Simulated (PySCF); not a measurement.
**Electronic structure of Cr(20+) (chromium, charge +20) at the LDA level**

Configuration: [He] 2s2, closed-shell 1S. All numbers are calculated (PySCF 2.14, no relativity, point nucleus, in an uncontracted even-tempered set (17 s from 4.6 bohr⁻², ratio 2.2; 8 p from 7.2 bohr⁻², ratio 2.4; 6 d from 22 bohr⁻², ratio 2.4; 5 f from 33 bohr⁻², ratio 2.4; 4 g from 49 bohr⁻², ratio 2.4)).

```json
{"Total energy": "-681.174 hartree", "One-electron energy": "-719.135 hartree", "Hartree (Coulomb) energy": "55.061 hartree", "Exchange-correlation energy": "-17.100 hartree", "Kinetic energy": "680.84905 hartree", "⟨S²⟩": "0.0000", "⟨L²⟩": "0.000", "Sum of ⟨r⟩": "0.6618 bohr", "Sum of ⟨r²⟩": "0.1775 bohr²", "Density at the nucleus (Gaussians lack the cusp)": "9330 bohr⁻³"}
```

| shell | electrons | mean orbital energy (eV) | rms radius, mean of both spins (bohr) |
| --- | --- | --- | --- |
| 1s | 2 | -7016.5 | 0.0739 |
| 2s | 2 | -1578.3 | 0.289 |
